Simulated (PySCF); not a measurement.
## Stationary points of PbF₃⁻

Computed with PySCF, PBE0, basis Pb def2-SVPD with ECP60, F def2-SVPD (scalar-relativistic core potentials, no spin–orbit coupling, density fitting).

Relaxations began from a few typed shapes. The search is not exhaustive: other isomers or separated fragments can lie lower, and high-lying points may rest on an excited occupation.

```csv
spin,group,bonds,angles,imaginary modes (cm⁻¹),ΔE (kJ/mol),ΔE with ZPE (kJ/mol)
singlet,C3v,Pb–F 2.154 Å (×3),F–Pb–F 98.3° (×3),none,0.0,0.0
singlet,D3h,Pb–F 2.245 Å (×3),F–Pb–F 120.0° (×3),119i,67.6,–
```

The lowest minimum found is the singlet C3v: Pb–F 2.154 Å (×3); F–Pb–F 98.3° (×3).

Counting electrons, lead keeps 2 of its valence electrons outside its bonds, so the VSEPR class is AX3E1 and the expected shape is trigonal pyramidal (C3v), as computed.

For the lowest minimum: the lowest empty level of this anion is unbound, so it and the gap depend on the basis. No spin–orbit coupling is included, which matters more the heavier the element.
